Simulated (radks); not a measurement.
Valence configurations of Dy IV (all share [Xe]). Method: non-relativistic Kohn-Sham, PBE, spin-polarised, spherical densities, point nucleus; open shells are filled with parallel spins first (spin-orbit coupling, left out, can overturn this in heavy ions); relativity is left out, which matters for an element this heavy; computed with a radial shooting solver on a logarithmic mesh with Libxc functionals. Order these by energy: 4f5 5d2 6p2; 4f9; 4f8.5 6s0.5; 4f7 6s2; 4f8 5d1; 4f8.5 5d0.5; 4f7 5d2; 4f5 6s2 6p2; 4f6.5 5d2.5; 4f8 6s1.

Answer. From the lowest, in eV above it: 4f9 0.000; 4f8.5 5d0.5 5.993; 4f8.5 6s0.5 8.283; 4f8 5d1 13.180; 4f8 6s1 18.609; 4f7 5d2 31.447; 4f6.5 5d2.5 46.188; 4f7 6s2 47.137; 4f5 5d2 6p2 132.70; 4f5 6s2 6p2 160.68. NIST lists [Xe] 4f9 as the ground configuration; this level of theory agrees among the configurations tried. The energies are those of spherical high-spin densities, not of single terms. Relativity is left out, which favours d and f over s occupation in heavy atoms.
